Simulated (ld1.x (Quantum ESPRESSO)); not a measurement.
## As (Z = 33): one change to a TM semilocal potential, before and after

arsenic (As), norm-conserving Troullier–Martins (semilocal form), made with ld1.x (Quantum ESPRESSO) 7.5 (PBE, scalar-relativistic). Core [Ar] 3d10, reference 4s2 4p2 (charge +1). Waves: 4s (bound): rc 1.50 bohr; 4p (bound): rc 1.80 bohr; 4d channel at 0.2 Ry: rc 1.75 bohr. Local part: the d channel. Core correction: Bessel-smoothed model core, default radius (core density twice the valence density).

All-electron outer shells of the reference configuration (PBE, scalar-relativistic, ld1.x):

```json
{"shell": "4s", "level (eV)": "-23.36", "outermost node (bohr)": "0.73", "outermost maximum (bohr)": "1.59"}
{"shell": "4p", "level (eV)": "-13.34", "outermost node (bohr)": "0.78", "outermost maximum (bohr)": "1.90"}
```

Change: reference 4s2 4p3.

Cutoffs: the cutoffs (Ry, on a coarse ladder) from which the occupation-weighted sum of valence levels, in a spherical-Bessel basis at the reference potential, stays within 10 and 1 mRy of its value at 400 Ry; they do not see the model core or the augmentation charge, which bear on the density cutoff. Errors are all-electron minus pseudo energies relative to the spin-unpolarised reference configuration.

Problem. What does the change do?

Solution. The potential gets neither clearly harder nor softer (35 Ry and 50 Ry → 35 Ry and 50 Ry); the s channel sets the loose cutoff, while the largest relative change is in p, which becomes softer; neither file shows a bound ghost. A semilocal file is local in each channel, so a ghost entry of none says nothing of the separable form that plane-wave codes build from it.

| quantity | base | changed |
| --- | --- | --- |
| cutoff, loose | 35 Ry | 35 Ry |
| cutoff, tight | 50 Ry | 50 Ry |
| loose cutoff by channel (10 mRy a level) | s 18 Ry, p 12 Ry | s 18 Ry, p 6 Ry |
| bound ghosts | none | none |
| largest error over its own tests, meV | -283 | -340 |
| s: phases at 1.96 bohr within 0.05 rad from the reference energy up to (Ry; the scan ends near 5) | 3.8 | 4.5 |
| p: phases at 1.96 bohr within 0.05 rad from the reference energy up to (Ry; the scan ends near 5) | 5.0 | to the end of the scan |
| d: phases at 1.96 bohr within 0.05 rad from the reference energy up to (Ry; the scan ends near 5) | 1.0 | 1.0 |
